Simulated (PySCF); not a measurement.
## Levels of Xe⁴⁹⁺ from EOM-EA-GCCSD

Reference: closed-shell Xe⁵⁰⁺, [He] 2s2; one electron is added. Calculated with PySCF 2.14, two-component X2C-1e with screened spin-orbit coupling, an uncontracted even-tempered set (17 s from 7.1 bohr⁻², ratio 2.6; 13 p from 9.3 bohr⁻², ratio 2.6; 7 d from 9.5 bohr⁻², ratio 2.8; 4 f from 180 bohr⁻², ratio 2.8); frozen nothing; the 32 highest virtual spinors dropped; of the others 50 kept and the rest restored at second order. No Breit or QED terms. Binding energies in eV.

```json
{"level": "2p1/2", "Koopmans": "9249.9", "second order": "9249.2", "EOM-CCSD": "9245.9"}
{"level": "2p3/2", "Koopmans": "8885.4", "second order": "8886.1", "EOM-CCSD": "8885.7"}
```

For comparison, the ionisation energy of Xe⁴⁹⁺ is 9243 ± 4 eV (theoretical estimate listed by NIST; NIST Atomic Spectra Database, ionization energies).

Only part of the computed levels is shown.
